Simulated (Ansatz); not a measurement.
Consider the ligand exchange at the Si–N bond: `C[Si@H](O)N[Si@@H](O)F` + H₂Se → `O[SiH](F)[SeH]` + `C[SiH](N)O`.

Program: Ansatz. Geometries: PBE0-D4/def2-TZVP. ΔE: electronic, gas phase. CBS: MP2 limit from def2 TZ/QZ plus the TZ coupled-cluster correction, frozen cores. Functionals use def2-TZVPP. For Se outer-core shells are correlated without core-valence functions, which leaves a few kJ/mol of doubt a bond. Scalar relativity is left out up to krypton. One conformer a species, not always the lowest.

```json
{"level": "ωB97M-V", "ΔE (kJ/mol)": "27.2"}
{"level": "MP2/def2-TZVPP", "ΔE (kJ/mol)": "25.9"}
```

Problem. What does CCSD(T)/CBS give? (Estimate.)

Solution. The calculation gave: +24.1 kJ/mol. The listed levels differ from it by 3.1, 1.8 kJ/mol.

Largest T1 diagnostic among the species: 0.011.

From PBE to PBE0 (25 % exact exchange), in def2-TZVPP and without D4, ΔE moves by +4.6 kJ/mol. The D4 term adds +6.4 kJ/mol with B3LYP and +4.0 kJ/mol with PBE0; it sums over pairs of atoms, weighted by their polarisabilities, and B3LYP, whose exchange is more repulsive, gets the larger term.

B3LYP here is the variant with VWN-RPA as its local correlation; programs differ in this.
